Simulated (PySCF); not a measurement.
Gas-phase reaction: 2 Ge2O2 + H2S2 → 2 GeS + 2 GeO2 + 2 H. Level: PBE0/def2-TZVP; standard pressure 1 bar.

Method: PySCF energies plus ideal-gas RRHO corrections (1 bar). Open shells (unrestricted): H (multiplicity 2); the rest are closed-shell singlets. Ge: all electrons, no relativistic terms. No R ln 2 is added for the mirror-image form of H2S2. Ge2O2, GeO2: computed as isolated molecules; such fragments, hydroxides, amides, oligomers or adducts are transient or little studied in the gas. The harmonic model lacks anharmonicity and excited electronic states, which grow with temperature; levels with a mode under 35 cm⁻¹ are left out. Internal rotation in H2S2 is treated as a harmonic vibration of one conformer, which makes the entropy rough.

| T (K) | 1000/T (1/K) | log10 K |
|---|---|---|
| 800 | 1.2500 | -49.21 |
| 1000 | 1.0000 | -35.62 |
| 1200 | 0.8333 | -26.56 |
| 1400 | 0.7143 | -20.08 |
| 1600 | 0.6250 | ? |
| 1800 | 0.5556 | -11.45 |

Q: Fit log10 K = a + b·(1000/T) to the five rows, get the mean ΔH° and ΔS°, and predict log10 K at 1600 K.

A: Means: 1000/T = 0.8706, log10 K = -28.584. Sums of products about the means: Sxy = -15.53784, Sxx = 0.285735, so b = Sxy/Sxx = -54.38 and a = -28.584 − (-54.38)×0.8706 = 18.76.
ΔH° = −R ln 10 × 1000 K × b = −19.145 × (-54.38) = 1041 kJ; ΔS° = R ln 10 × a = 359 J/K. The run's own values go from 1040 kJ and 358 J/K at 800 K to 1041 kJ and 359 J/K at 1800 K.
Prediction at 1600 K: 18.76 + (-54.38)×0.6250 = -15.23. The computed value is -15.23, 0.00 from the line.
For scale, ΔH°(298 K) is 1033 kJ at this level, 1103 kJ at ωB97M-V/def2-TZVP†, and runs from 864 to 1118 kJ over the 20 levels computed († marks an energy on the PBE0/def2-TZVP geometry).
